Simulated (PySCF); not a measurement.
B3LYP has the VWN-RPA correlation part, as in Gaussian. Delta-SCF ions had no search for a lower state. 

H3B, SMILES `B` (charge 0, multiplicity 1)

Computed with B3LYP-D3(BJ)/def2-TZVP (PySCF).

The HOMO is -9.75 eV, the dipole moment is 0.00 D and the LUMO is -2.22 eV. The HOMO–LUMO gap comes out as 7.52 eV, the vertical ionisation energy (Delta-SCF) is 13.14 eV and the total energy is -26.6252 Ha. The cost is roughly 8 core-seconds.

Bond lengths (Å): B1–H2 1.189, B1–H3 1.189, B1–H4 1.189. Angles (°): H2–B1–H3 120.0, H2–B1–H4 120.0, H3–B1–H4 120.0.
Charge 0, spin multiplicity 1.
